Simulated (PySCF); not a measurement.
# Working out the ionisation energy of Ge

Ge [Ar] 3d10 4s2 4p2 (3P) → Ge⁺ [Ar] 3d10 4s2 4p1 (2P). Computed with PySCF 2.14 in aug-cc-pwCVDZ-PP with ECP10MDF, with scalar relativity through the core potential. Frozen: nothing. Energies in hartree (1 hartree = 27.21139 eV):

```csv
part,Ge (lower),Ge⁺ (upper)
UHF,-293.342075,-293.069816
CCSD correlation,-0.417172,-0.404924
(T),-0.010176,-0.009651
```

Question: What does Hartree-Fock give?

Answer: (-293.069816) − (-293.342075) = 0.272259 hartree = 7.409 eV.

Question: What do CCSD and CCSD(T) give?

Answer: The CCSD correlation energies differ by 0.012248 hartree = 0.333 eV and the triples by 0.000525 hartree = 0.014 eV, so CCSD gives 7.742 eV and CCSD(T) 7.756 eV.

Measured between the centres of the two terms (NIST): 7.925 eV, so CCSD(T) (valence and next inner shell) is off by -0.169 eV.

A double-zeta basis recovers only part of the correlation energy.

What remains against the reference includes basis incompleteness and higher excitations.
